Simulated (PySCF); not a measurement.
C$_{2}$H$_{9}$GeMgN (SMILES C[N](C)[Mg][GeH3]), singlet, at the geometry of the source list, atoms displaced at random by about 0.03 Å a coordinate; PySCF with TPSS/STO-3G, gradient by finite differences.

The PySCF input:
```python
from pyscf import gto, scf, dft

mol = gto.M(
    atom='''
Mg   -0.44540622   -1.05073332    0.25345547
N    -0.52537745    0.76121425   -0.33562984
C    -0.46318093    1.18162158   -1.68553380
C    -0.64085852    1.87715922    0.55572573
H    -1.34001988    1.71455667   -2.00438502
H     0.39143556    1.78005414   -1.83940478
H    -0.33531647    0.25077338   -2.29641417
H     0.22470133    2.54352880    0.47298376
H    -1.55350294    2.51683498    0.28990815
H    -0.72223099    1.54162147    1.62851085
Ge    0.97234134   -2.85340947    1.13931544
H     1.87586943   -3.51083762    0.04747439
H     1.93170312   -2.50558508    2.05178008
H     0.53133985   -4.22128167    1.74720643
''',
    basis='sto-3g',
    verbose=4,
)

mf = dft.RKS(mol)
mf.xc = 'tpss'
mf.conv_tol = 1e-11
mf.kernel()
scan, done = mf.as_scanner(), []
scan.scf_summary = {}
def energy(d):
    c = mol.atom_coords()
    c[12, 2] += d
    e = scan(mol.set_geom_(c, unit='Bohr', inplace=False))
    done.append(scan.converged)
    return e
h = 1e-3
fd = (energy(h) - energy(-h)) / (2 * h)
print('dE/dx =', fd)
```

The log (banner, timings and long lists left out):

```
PySCF version 2.14.0

[INPUT] verbose = 4
[INPUT] num. atoms = 14
[INPUT] num. electrons = 72
[INPUT] charge = 0
[INPUT] spin (= nelec alpha-beta = 2S) = 0
[INPUT] symmetry False subgroup None
[INPUT] Mole.unit = angstrom
[INPUT] Symbol           X                Y                Z      unit          X                Y                Z       unit  Magmom
[...]
nuclear repulsion = 354.848733917796
number of shells = 31
number of NR pGTOs = 153
number of NR cGTOs = 51
basis = sto-3g
ecp = {}

******** <class 'pyscf.dft.rks.RKS'> ********
method = RKS
initial guess = minao
damping factor = 0
level_shift factor = 0
DIIS = <class 'pyscf.scf.diis.CDIIS'>
diis_start_cycle = 1
diis_space = 8
diis_damp = 0
SCF conv_tol = 1e-11
SCF conv_tol_grad = None
SCF max_cycles = 50
direct_scf = True
direct_scf_tol = 1e-13
XC library pyscf.dft.libxc version 7.1.2
    S. Lehtola, C. Steigemann, M. J. T. Oliveira, and M. A. L. Marques,  SoftwareX 7, 1–5 (2018)
XC functionals = tpss
    J. Tao, J. P. Perdew, V. N. Staroverov, and G. E. Scuseria,  Phys. Rev. Lett. 91, 146401 (2003)
    J. P. Perdew, J. Tao, V. N. Staroverov, and G. E. Scuseria,  J. Chem. Phys. 120, 6898 (2004)
    J. Tao, J. P. Perdew, V. N. Staroverov, and G. E. Scuseria,  Phys. Rev. Lett. 91, 146401 (2003)
    J. P. Perdew, J. Tao, V. N. Staroverov, and G. E. Scuseria,  J. Chem. Phys. 120, 6898 (2004)
radial grids:
    Treutler-Ahlrichs [JCP 102, 346 (1995); DOI:10.1063/1.469408] (M4) radial grids

becke partition: Becke, JCP 88, 2547 (1988); DOI:10.1063/1.454033
pruning grids: <function nwchem_prune>
grids dens level: 3
symmetrized grids: False
atomic radii adjust function: <function treutler_atomic_radii_adjust>
small_rho_cutoff = 0
Set gradient conv threshold to 3.16228e-06
Initial guess from minao.
tot grids = 169632
init E= -2383.09717558196
[...]
cycle= 1 E= -2385.1627764426  delta_E= -2.07  |g|= 0.781  |ddm|= 4.52
[...]
cycle= 2 E= -2366.98257875287  delta_E= 18.2  |g|= 8.75  |ddm|= 6.75
[...]
cycle= 3 E= -2384.50833553325  delta_E= -17.5  |g|= 1.56  |ddm|= 5.85
[...]
cycle= 4 E= -2385.36485428412  delta_E= -0.857  |g|= 0.279  |ddm|=    3
[...]
cycle= 5 E= -2385.39493755715  delta_E= -0.0301  |g|= 0.0386  |ddm|= 0.566
[...]
cycle= 6 E= -2385.39556444578  delta_E= -0.000627  |g|= 0.0108  |ddm|= 0.0965
[...]
cycle= 7 E= -2385.3956174385  delta_E= -5.3e-05  |g|= 0.00225  |ddm|= 0.0251
[...]
cycle= 8 E= -2385.39561954146  delta_E= -2.1e-06  |g|= 0.000339  |ddm|= 0.00518
[...]
cycle= 9 E= -2385.395619583  delta_E= -4.15e-08  |g|= 0.000117  |ddm|= 0.000733
[...]
cycle= 10 E= -2385.3956195871  delta_E= -4.1e-09  |g|= 3e-05  |ddm|= 0.000198
[...]
cycle= 11 E= -2385.39561958744  delta_E= -3.41e-10  |g|= 2.67e-06  |ddm|= 5.77e-05
[...]
cycle= 12 E= -2385.39561958743  delta_E= 5e-12  |g|= 4.46e-07  |ddm|= 7.46e-06
[...]
Extra cycle  E= -2385.39561958744  delta_E= -8.19e-12  |g|= 4.58e-07  |ddm|= 1.86e-06
converged SCF energy = -2385.39561958744
Create scanner for <class 'pyscf.dft.rks.RKS'>

WARN: Mole.unit (angstrom) is changed to Bohr

New geometry
   1 Mg    -0.445406220000  -1.050733320000   0.253455470000 AA   -0.841695769978  -1.985598204755   0.478961423073 Bohr
   2 N     -0.525377450000   0.761214250000  -0.335629840000 AA   -0.992819492522   1.438486454616  -0.634248476832 Bohr
   3 C     -0.463180930000   1.181621580000  -1.685533800000 AA   -0.875285103821   2.232941169076  -3.185197255697 Bohr
   4 C     -0.640858520000   1.877159220000   0.555725730000 AA   -1.211047087394   3.547316818002   1.050169430074 Bohr
   5 H     -1.340019880000   1.714556670000  -2.004385020000 AA   -2.532270574673   3.240042531346  -3.787738735981 Bohr
   6 H      0.391435560000   1.780054140000  -1.839404780000 AA    0.739706003816   3.363814811498  -3.475971266416 Bohr
   7 H     -0.335316470000   0.250773380000  -2.296414170000 AA   -0.633656293356   0.473893007531  -4.339593849870 Bohr
   8 H      0.224701330000   2.543528800000   0.472983760000 AA    0.424623973526   4.806572821944   0.893809767767 Bohr
   9 H     -1.553502940000   2.516834980000   0.289908150000 AA   -2.935695090307   4.756128812925   0.547847004779 Bohr
  10 H     -0.722230990000   1.541621470000   1.628510850000 AA   -1.364818769773   2.913242366049   3.077439497383 Bohr
  11 Ge     0.972341340000  -2.853409470000   1.139315440000 AA    1.837458832193  -5.392162419540   2.152994151088 Bohr
  12 H      1.875869430000  -3.510837620000   0.047474390000 AA    3.544879468144  -6.634521569620   0.089713595031 Bohr
  13 H      1.931703120000  -2.505585080000   2.052309257211 AA    3.650389850768  -4.734869582996   3.878302419038 Bohr
  14 H      0.531339850000  -4.221281670000   1.747206430000 AA    1.004086795567  -7.977066250947   3.301741635779 Bohr

******** <class 'pyscf.scf.hf.RKS_Scanner'> ********
method = RKS_Scanner
initial guess = minao
damping factor = 0
level_shift factor = 0
DIIS = <class 'pyscf.scf.diis.CDIIS'>
diis_start_cycle = 1
diis_space = 8
diis_damp = 0
SCF conv_tol = 1e-11
SCF conv_tol_grad = None
SCF max_cycles = 50
direct_scf = True
direct_scf_tol = 1e-13
XC library pyscf.dft.libxc version 7.1.2
    S. Lehtola, C. Steigemann, M. J. T. Oliveira, and M. A. L. Marques,  SoftwareX 7, 1–5 (2018)
XC functionals = tpss
    J. Tao, J. P. Perdew, V. N. Staroverov, and G. E. Scuseria,  Phys. Rev. Lett. 91, 146401 (2003)
    J. P. Perdew, J. Tao, V. N. Staroverov, and G. E. Scuseria,  J. Chem. Phys. 120, 6898 (2004)
    J. Tao, J. P. Perdew, V. N. Staroverov, and G. E. Scuseria,  Phys. Rev. Lett. 91, 146401 (2003)
    J. P. Perdew, J. Tao, V. N. Staroverov, and G. E. Scuseria,  J. Chem. Phys. 120, 6898 (2004)
radial grids:
    Treutler-Ahlrichs [JCP 102, 346 (1995); DOI:10.1063/1.469408] (M4) radial grids

becke partition: Becke, JCP 88, 2547 (1988); DOI:10.1063/1.454033
pruning grids: <function nwchem_prune>
grids dens level: 3
symmetrized grids: False
atomic radii adjust function: <function treutler_atomic_radii_adjust>
small_rho_cutoff = 0
Set gradient conv threshold to 3.16228e-06
tot grids = 169632
init E= -2385.39558722067
[...]
cycle= 1 E= -2385.39561855683  delta_E= -3.13e-05  |g|= 0.000139  |ddm|= 0.00131
[...]
cycle= 2 E= -2385.39561854468  delta_E= 1.21e-08  |g|= 0.000225  |ddm|= 0.000765
[...]
cycle= 3 E= -2385.39561856569  delta_E= -2.1e-08  |g|= 8.05e-06  |ddm|= 0.000458
[...]
cycle= 4 E= -2385.39561856572  delta_E= -2.59e-11  |g|= 2.36e-06  |ddm|= 2.12e-05
[...]
cycle= 5 E= -2385.39561856571  delta_E= 3.64e-12  |g|= 1.11e-06  |ddm|= 5.5e-06
[...]
Extra cycle  E= -2385.39561856572  delta_E= -4.55e-12  |g|= 1.68e-06  |ddm|= 4.4e-06
converged SCF energy = -2385.39561856572

WARN: Mole.unit (angstrom) is changed to Bohr

New geometry
   1 Mg    -0.445406220000  -1.050733320000   0.253455470000 AA   -0.841695769978  -1.985598204755   0.478961423073 Bohr
   2 N     -0.525377450000   0.761214250000  -0.335629840000 AA   -0.992819492522   1.438486454616  -0.634248476832 Bohr
   3 C     -0.463180930000   1.181621580000  -1.685533800000 AA   -0.875285103821   2.232941169076  -3.185197255697 Bohr
   4 C     -0.640858520000   1.877159220000   0.555725730000 AA   -1.211047087394   3.547316818002   1.050169430074 Bohr
   5 H     -1.340019880000   1.714556670000  -2.004385020000 AA   -2.532270574673   3.240042531346  -3.787738735981 Bohr
   6 H      0.391435560000   1.780054140000  -1.839404780000 AA    0.739706003816   3.363814811498  -3.475971266416 Bohr
   7 H     -0.335316470000   0.250773380000  -2.296414170000 AA   -0.633656293356   0.473893007531  -4.339593849870 Bohr
   8 H      0.224701330000   2.543528800000   0.472983760000 AA    0.424623973526   4.806572821944   0.893809767767 Bohr
   9 H     -1.553502940000   2.516834980000   0.289908150000 AA   -2.935695090307   4.756128812925   0.547847004779 Bohr
  10 H     -0.722230990000   1.541621470000   1.628510850000 AA   -1.364818769773   2.913242366049   3.077439497383 Bohr
  11 Ge     0.972341340000  -2.853409470000   1.139315440000 AA    1.837458832193  -5.392162419540   2.152994151088 Bohr
  12 H      1.875869430000  -3.510837620000   0.047474390000 AA    3.544879468144  -6.634521569620   0.089713595031 Bohr
  13 H      1.931703120000  -2.505585080000   2.051250902789 AA    3.650389850768  -4.734869582996   3.876302419038 Bohr
  14 H      0.531339850000  -4.221281670000   1.747206430000 AA    1.004086795567  -7.977066250947   3.301741635779 Bohr

******** <class 'pyscf.scf.hf.RKS_Scanner'> ********
method = RKS_Scanner
initial guess = minao
damping factor = 0
level_shift factor = 0
DIIS = <class 'pyscf.scf.diis.CDIIS'>
diis_start_cycle = 1
diis_space = 8
diis_damp = 0
SCF conv_tol = 1e-11
SCF conv_tol_grad = None
SCF max_cycles = 50
direct_scf = True
direct_scf_tol = 1e-13
XC library pyscf.dft.libxc version 7.1.2
    S. Lehtola, C. Steigemann, M. J. T. Oliveira, and M. A. L. Marques,  SoftwareX 7, 1–5 (2018)
XC functionals = tpss
    J. Tao, J. P. Perdew, V. N. Staroverov, and G. E. Scuseria,  Phys. Rev. Lett. 91, 146401 (2003)
    J. P. Perdew, J. Tao, V. N. Staroverov, and G. E. Scuseria,  J. Chem. Phys. 120, 6898 (2004)
    J. Tao, J. P. Perdew, V. N. Staroverov, and G. E. Scuseria,  Phys. Rev. Lett. 91, 146401 (2003)
    J. P. Perdew, J. Tao, V. N. Staroverov, and G. E. Scuseria,  J. Chem. Phys. 120, 6898 (2004)
radial grids:
    Treutler-Ahlrichs [JCP 102, 346 (1995); DOI:10.1063/1.469408] (M4) radial grids

becke partition: Becke, JCP 88, 2547 (1988); DOI:10.1063/1.454033
pruning grids: <function nwchem_prune>
grids dens level: 3
symmetrized grids: False
atomic radii adjust function: <function treutler_atomic_radii_adjust>
small_rho_cutoff = 0
Set gradient conv threshold to 3.16228e-06
tot grids = 169632
init E= -2385.39568323572
[...]
cycle= 1 E= -2385.39562047483  delta_E= 6.28e-05  |g|= 0.000278  |ddm|= 0.00261
[...]
cycle= 2 E= -2385.39562042661  delta_E= 4.82e-08  |g|= 0.000448  |ddm|= 0.00153
[...]
cycle= 3 E= -2385.39562051021  delta_E= -8.36e-08  |g|= 1.61e-05  |ddm|= 0.000915
[...]
cycle= 4 E= -2385.39562051033  delta_E= -1.25e-10  |g|= 4.76e-06  |ddm|= 4.23e-05
[...]
cycle= 5 E= -2385.39562051034  delta_E= -8.19e-12  |g|= 2.21e-06  |ddm|= 1.1e-05
[...]
Extra cycle  E= -2385.39562051034  delta_E= 1.82e-12  |g|= 3.36e-06  |ddm|= 8.79e-06
converged SCF energy = -2385.39562051034
dE/dx = 0.0009723089533508755
```
